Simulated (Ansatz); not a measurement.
Ansatz (a quantum-chemistry and plane-wave program) input for HSi, SMILES [SiH] (connectivity only; charge and spin as stated), charge +1, multiplicity 1, ωB97X-V/def2-TZVPD. Geometry: r2SCAN-D4/def2-TZVPD.

Ansatz 0.2 input:
```yaml
crystal:
  periodic: [false, false, false]
  atoms:
    - {symbol: Si, position_ang: [0.00000000, 0.00000000, -0.10116980]}
    - {symbol: H, position_ang: [0.00000000, 0.00000000, 1.41637714]}
basis:
  gaussian:
    orbitals: def2-TZVPD
hamiltonian:
  xc: {name: wB97X-V}
total_charge: 1
```

It prints:

```
WARN ansatz: RAYON_NUM_THREADS=1 ignored (pool sized by the plan → 1); use --threads N
Functional definition: wB97X-V
integrals: 0.01 GiB planned
335 factors; their error is unknown
integrals: 0.04 GiB planned
106 factors; integrals over basis functions are off by at most 1.3e-4 eV
mean field: 0.13 GiB planned
mean field evaluation 1: about -7881.3569 eV, gradient 9.3e0 eV
mean field evaluation 2: about -7881.6856 eV, gradient 1.7e0 eV
mean field evaluation 4: about -7881.6959 eV, gradient 5.9e-2 eV
mean field evaluation 8: about -7881.6986 eV, gradient 5.4e-4 eV
mean field -7881.69858929 eV, -289.6470807494 hartree, gradient 4.7e-5 eV, S^2 0.000000; 0 other end points of the search recorded, 0 dependent functions left out
reference -7881.69858799 eV, -289.6470807016 hartree; 7, 7 occupied and 45, 45 virtual orbitals, 335 factors
Total energy: -7881.69858799 eV, -289.6470807016 hartree
```

The calculation finished and met its thresholds.
